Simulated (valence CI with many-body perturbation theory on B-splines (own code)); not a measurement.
## Which ion has this spectrum?

A relativistic CI+MBPT calculation for an atom or ion with 22 electrons gives these levels (cm⁻¹):

| J | Parity | E | g |
| --- | --- | --- | --- |
| 0 | even | 0.0 |  |
| 1 | even | 45988 | 1.50 |
| 2 | even | 77845 | 1.44 |
| 3 | even | 97815 | 1.40 |
| 4 | even | 101978 | 1.26 |
| 0 | even | 144068 |  |
| 4 | even | 153187 | 1.07 |
| 3 | even | 175046 | 0.94 |
| 2 | even | 178288 | 0.89 |
| 5 | even | 187106 | 1.07 |
| 1 | even | 191770 | 1.32 |
| 6 | even | 200149 | 1.11 |
| 4 | even | 218113 | 1.03 |
| 2 | even | 224240 | 1.20 |

The energies are calculated, and their last digits are not significant.

Problem. Which is it?
A. In27+
B. Sn28+
C. Cd26+
D. Te30+

Solution. B. Sn28+, ground level (3d3/2^4) J=0.
